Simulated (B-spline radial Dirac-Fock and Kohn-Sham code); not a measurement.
## Subshell cross sections of Pt⁷⁺, photon energy 1560 eV

System: the Pt⁷⁺ ion, configuration [Xe] 4f14 5d3.

Level of theory: the independent-particle Dirac-Slater model, thresholds from Dirac-Fock; an atomic code on a B-spline grid. The asymmetry parameter β is from the dipole term alone. Kinetic energies are from the vacuum level. Open shells are spread statistically over j, without multiplet splitting.

The last column is dσ/dΩ = σ/(4π) · [1 − (β/2) P₂(cos θ)] at θ = 90° from the beam of unpolarised light.

| subshell | electrons | binding (eV) | kinetic (eV) | σ (kb) | β | dσ/dΩ (kb/sr) |
| --- | --- | --- | --- | --- | --- | --- |
| N1 (4s) | 2 | 851.6 | 708.4 | 25.4 | 1.86 | 2.96 |
| N2 (4p1/2) | 2 | 735.5 | 824.5 | 28.5 | 1.45 | 3.09 |
| N3 (4p3/2) | 4 | 644.6 | 915.4 | 75.4 | 1.43 | 8.15 |
| N4 (4d3/2) | 4 | 454.1 | 1105.9 | 99.4 | 1.16 | 10.2 |
| N5 (4d5/2) | 6 | 437.2 | 1122.8 | 144 | 1.25 | 15.1 |
| N6 (4f5/2) | 6 | 192.3 | 1367.7 | 80.2 | 1.05 | 8.06 |
| N7 (4f7/2) | 8 | 189.0 | 1371.0 | 102 | 1.05 | 10.2 |
| O1 (5s) | 2 | 220.9 | 1339.1 | 6.14 | 1.89 | 0.719 |
| O2 (5p1/2) | 2 | 179.4 | 1380.6 | 6.18 | 1.64 | 0.693 |
| O3 (5p3/2) | 4 | 162.8 | 1397.2 | 14.9 | 1.59 | 1.65 |
| O4 (5d3/2) | 1.2 | 108.2 | 1451.8 | 4.05 | 1.30 | 0.427 |
| O5 (5d5/2) | 1.8 | 106.1 | 1453.9 | 5.85 | 1.36 | 0.624 |

Branching ratios of the spin-orbit partners (statistical value in brackets): 4p 2.65 (2.00), 4d 1.45 (1.50), 4f 1.27 (1.33), 5p 2.41 (2.00), 5d 1.44 (1.50).

Run: 10 s of CPU time on 1 thread of Neoverse-N1 (shared host), peak memory 0.38 GiB.

Values without a named source are computed, but for edge energies of neutral atoms, which are taken from tables.
